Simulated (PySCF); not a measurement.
Molecule: SMILES CCc1[nH]ccc1F, C₆H₈FN.

Geometry (Å), atoms numbered from 1 in this order:
```xyz
16

C     2.0558    0.8922    0.0774
C     1.3943   -0.4728   -0.1333
C    -0.0891   -0.3809   -0.0244
N    -0.8943   -0.0530   -1.0765
C    -2.1918    0.0024   -0.6784
C    -2.2504   -0.2881    0.6578
C    -0.9227   -0.5236    1.0568
F    -0.5258   -0.8465    2.3034
H     1.8126    1.2751    1.0651
H     3.1363    0.8059   -0.0053
H     1.7061    1.6080   -0.6636
H     1.7587   -1.1692    0.6236
H     1.6649   -0.8640   -1.1177
H    -0.5627    0.1124   -2.0120
H    -2.9794    0.2404   -1.3644
H    -3.1202   -0.3294    1.2801
```

Frames of a GFN2-xTB Langevin trajectory at 300 K; GIAO PBE0/pcSseg-1 shieldings in PySCF 2.14.0 with density-fitted response routines, gas phase, non-relativistic; equivalent atoms averaged within each frame.

Referencing at the same level of theory: TMS for ¹³C (σ = 186.93 ppm), ¹H (σ = 31.72 ppm); ¹⁵N (σ = 267.73 ppm) against NH3; ¹⁹F (σ = 170.95 ppm) against CFCl3. The references are static minima.

**Question.** How do the shifts (ppm) fluctuate along the trajectory?

**Answer.** 
```csv
time (fs),C7,C3,C5,C6,C1,C2,N4,F8,H14,H15
250,154.9,118.1,113.9,107.4,27.1,25.6,154.7,-179.8,7.48,6.88
425,155.8,127.1,129.5,106.4,21.3,25.2,176.0,-180.9,6.64,6.99
625,150.5,118.8,115.6,97.0,21.0,25.5,162.1,-187.3,7.58,6.40
800,166.1,124.4,112.2,106.6,11.6,21.3,162.6,-167.9,6.84,6.80
1000,155.9,122.9,115.4,95.8,14.3,18.8,168.3,-185.5,7.32,6.65
mean of frames,156.6,122.3,117.3,102.6,19.1,23.3,164.7,-180.3,7.17,6.75
standard deviation,5.7,3.8,7.0,5.7,6.1,3.1,7.9,7.6,0.41,0.23
```

5 frames give an uncertainty of the mean of about the standard deviation over 2.2 at best, since frames this close in time may not be independent; classical motion lacks zero-point vibration, and the reference would need the same averaging.
